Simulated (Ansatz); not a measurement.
Geometry optimisation, UKS revPBE-D4/def2-SVP (Ansatz 0.2.0).

input.yaml

```yaml
crystal:
  periodic: [false, false, false]
  atoms:
    - { symbol: F, position_ang: [-0.3569, -1.9851, 1.6678] }
    - { symbol: Sn, position_ang: [0.6425, -0.616, 0.7024] }
    - { symbol: Cl, position_ang: [2.7247, -1.304, -0.0905] }
    - { symbol: C, position_ang: [-0.2189, 1.0774, -0.1671] }
    - { symbol: "N", position_ang: [-0.484, -0.061, -1.0283] }
    - { symbol: H, position_ang: [-1.2256, 1.4301, 0.3322] }
    - { symbol: H, position_ang: [-0.12596, 0.28079, -1.94295] }
    - { symbol: H, position_ang: [-1.4112, -0.412, -0.862] }
magnetization:
  spin_polarized: true
basis:
  gaussian: { orbitals: def2-SVP }
hamiltonian:
  xc: revpbe
  dispersion: d4
relax:
  f_tol: 0.02
  max_steps: 50
```

Run as:

```bash
$ ansatz run input.yaml --threads 2 --pin off --max-ram 3072MiB --backend cpu --events-out ev --progress --plain --runs-dir out
```

Q: Where does it end, and by what steps?

A: It converged. After 16 steps the energy has fallen by 3.606 eV; H8 moved furthest, 1.06 Å. Parted: Sn2–N5.

```tsv
step	energy less start (eV)	largest force component (eV/Å)	accepted
0	0.0000	2.734	yes
1	-0.9429	1.651	yes
2	-1.4641	2.206	yes
3	-1.9085	2.496	yes
4	-2.3648	2.084	yes
5	-2.6825	1.930	yes
6	-2.9875	1.636	yes
7	-3.2579	1.513	yes
8	-3.4486	1.422	yes
9	-3.5488	0.612	yes
10	-3.5818	0.770	yes
11	-3.6006	0.208	yes
12	-3.5916	0.403	no
13	-3.6052	0.049	yes
14	-3.6053	0.045	yes
15	-3.6055	0.026	yes
16	-3.6057	0.013	yes
```

```xyz
8
Properties=species:S:1:pos:R:3
F -0.327 -1.558 1.682
Sn 1.265 -0.314 1.464
Cl 2.115 -1.244 -0.750
C -0.482 0.556 0.097
N -0.542 0.131 -1.128
H -1.413 1.043 0.459
H 0.303 -0.394 -1.480
H -1.375 0.190 -1.732
```

Run time: 52 s on 2 threads of Arm Neoverse V2 (shared host), peak memory 0.21 GiB.
